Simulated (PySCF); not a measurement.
Structure with atom numbers: `[CH3:1][P@H+:2]([PH2:3])[C:4]([CH3:5])([CH3:6])[CH3:7]`. Hydrogens are named by the atom that carries them.

Geometry: PBE0-D3(BJ)/def2-SVP; GIAO shifts from PySCF 2.14.0 with density-fitted response routines, gas phase, non-relativistic, averaged over equivalent atoms.

At wB97X-D/pcSseg-1 (208 basis functions, 75 s wall time on 1 thread of an Arm Neoverse N1, shared host):
```tsv
atoms	δ (ppm)
C4	33.3
C5/C6/C7	25.5
C1	2.8
P2	-9.6
P3	-230.1
H(P2)	5.66
H(P3)	3.36
H(C1)	1.85
H(C5)/H(C6)/H(C7)	1.41
```

References, each an isolated molecule treated in the same way: $^{13}$C (184.54 ppm) and $^{1}$H (31.38 ppm) against TMS; H3PO4 for $^{31}$P (307.18 ppm).

Q: Estimate the result of repeating the calculation with PBE0/pcSseg-1.

A: 
| atoms | δ at PBE0/pcSseg-1 | change |
| --- | --- | --- |
| C4 | 34.7 | +1.4 |
| C5/C6/C7 | 25.4 | -0.1 |
| C1 | 2.9 | +0.1 |
| P2 | -7.0 | +2.6 |
| P3 | -232.5 | -2.4 |
| H(P2) | 5.84 | +0.18 |
| H(P3) | 3.38 | +0.02 |
| H(C1) | 1.87 | +0.02 |
| H(C5)/H(C6)/H(C7) | 1.43 | +0.02 |

Referencing at the same level of theory: $^{13}$C (184.41 ppm), $^{1}$H (31.27 ppm) vs TMS; $^{31}$P (310.13 ppm) vs H3PO4.

The largest change is at P2 (phosphorus bonded to 2 C, P, H). Cost: 208 basis functions, 59 s wall time on 1 thread of an Arm Neoverse N1, shared host. The order of the carbon signals is the same at both levels.

Experimental scales use liquid or dissolved standards, which lie at an offset from isolated H3PO4.
